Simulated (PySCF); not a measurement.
B(OMe)(SMe)2, SMILES COB(SC)SC (GFN2-xTB optimised geometry):

```
16

B     -0.006    -0.404     0.000
O     -0.732     0.717     0.000
C     -0.215     2.029    -0.023
H     -0.133     2.367    -1.058
H     -0.915     2.668     0.516
H      0.771     2.072     0.444
S     -0.935    -1.965     0.011
C     -2.649    -1.353     0.009
H     -2.816    -0.758     0.901
H     -3.289    -2.228     0.007
H     -2.814    -0.755    -0.880
S      1.815    -0.404     0.000
C      2.207    -2.183     0.048
H      1.794    -2.619     0.952
H      3.289    -2.261     0.045
H      1.786    -2.668    -0.826
```

Level of theory: PySCF 2.14.0 with B3LYP/def2-TZVP.

Problem. What are the frontier orbital energies and the dipole moment?

Solution. HOMO-2 -7.78 eV, HOMO-1 -7.03 eV, HOMO -6.39 eV, LUMO 0.29 eV, LUMO+1 0.34 eV; dipole moment 1.00 D.

On the same geometry PBE/def2-TZVP run with PySCF gives HOMO-2 -6.73 eV, HOMO-1 -6.00 eV, HOMO -5.46 eV, LUMO -0.40 eV, LUMO+1 -0.38 eV; dipole moment 1.00 D.

Meta-Löwdin charges at B3LYP/def2-TZVP: B1 0.08, O2 -0.37, C3 -0.11, H4 0.12, H5 0.12, H6 0.11, S7 0.02, C8 -0.38, H9 0.13, H10 0.13, H11 0.13, S12 0.01, C13 -0.38, H14 0.13, H15 0.13, H16 0.13.
